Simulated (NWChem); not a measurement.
## Basis-set convergence for CH₃NOSi

```xyz
7

N     -2.3032    -0.5969     0.0000
C     -1.2867    -0.0307     0.0000
O     -0.1826     0.6246     0.0000
Si     1.4171    -0.0121     0.0000
H      1.5957    -0.8295     1.2259
H      2.2720     1.1946     0.0000
H      1.5957    -0.8295    -1.2259
```
Charge 0, spin multiplicity 1.

Program: NWChem. The geometry was optimised at B3LYP/def2-SVP, a minimum by its harmonic frequencies. It is one conformer; others weren't searched.

Quantity: first vertical ionisation energy at the level G0W0@PBE0.

GW and range-separated runs recompute their integrals, the others keep them in memory, which bears on the times. The structure started from a generated list of species.

The cost column gives rough processor time relative to def2-SVP; each entry includes its own SCF.

```csv
basis,functions,first vertical ionisation energy (eV),relative cost
def2-SVP,75,___,1
def2-SVPD,111,___,under 3
def2-TZVP,148,11.12,7
def2-TZVPP,177,11.13,10
def2-TZVPD,184,11.12,10
```

Question: What belongs in the gaps?

Answer: 
- def2-SVP, first vertical ionisation energy (eV): 10.78
- def2-SVPD, first vertical ionisation energy (eV): 10.86
